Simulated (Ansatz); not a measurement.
CH5BF2OSi, SMILES `BOC[SiH](F)F`. Charge 0, multiplicity 1.

```xyz
11

B    -1.754    1.038    0.529
O    -0.554    1.032   -0.074
C     0.542    0.274    0.424
Si    1.004   -1.031   -0.833
F     2.161   -1.923   -0.211
F     1.582   -0.346   -2.141
H    -1.925    0.403    1.535
H    -2.609    1.696    0.014
H     0.292   -0.194    1.384
H     1.385    0.950    0.593
H    -0.124   -1.899   -1.222
```

Give the diagnostics of a CCSD(T)/def2-TZVPP run (frozen core, Ansatz 0.2.0). (An estimate is asked.)

The calculation gave: T1 = 0.0133, largest single amplitude 0.028, largest double 0.017, (T) share of the correlation energy 3.2 %, 10 CCSD cycles. The RHF solution is stable towards an unrestricted one. T1 lies under the customary mark of 0.02 for closed shells.
